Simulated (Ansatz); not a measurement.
`BC(F)[SiH2]F` + `C[SiH](O)Br` → `BO[SiH](C)Br` + `FC[SiH2]F`  (ligand exchange at a B–C bond)

Computed with Ansatz on PBE0-D4/def2-TZVP structures; ΔE is electronic, products minus reactants. CBS: MP2 limit from def2 TZ/QZ plus the TZ coupled-cluster correction, frozen cores. For Br outer-core shells are correlated without core-valence functions, which leaves a few kJ/mol of doubt a bond. Scalar relativity is left out up to krypton. One conformer a species, not always the lowest.

```
       species  SCS-MP2/def2-TZVPP energy (Eh)
`BC(F)[SiH2]F`                      -554.31894
 `C[SiH](O)Br`                     -2977.97132
`BO[SiH](C)Br`                     -3003.37338
   `FC[SiH2]F`                      -528.96443
```

(1) Work out ΔE.

Largest T1 diagnostic among the species: 0.013.

Results:

(1) ΔE = (-3003.37338) + (-528.96443) − (-554.31894) − (-2977.97132) = -0.04755 Eh = -124.8 kJ/mol. CCSD(T)/CBS gives -118.8 kJ/mol.

In def2-TZVPP, CCSD(T) changes the Hartree–Fock value by +14.4 kJ/mol (the triples alone add +1.7 kJ/mol) and MP2 by +13.9 kJ/mol. From PBE to PBE0 (25 % exact exchange), in def2-TZVPP and without D4, ΔE moves by −4.3 kJ/mol.
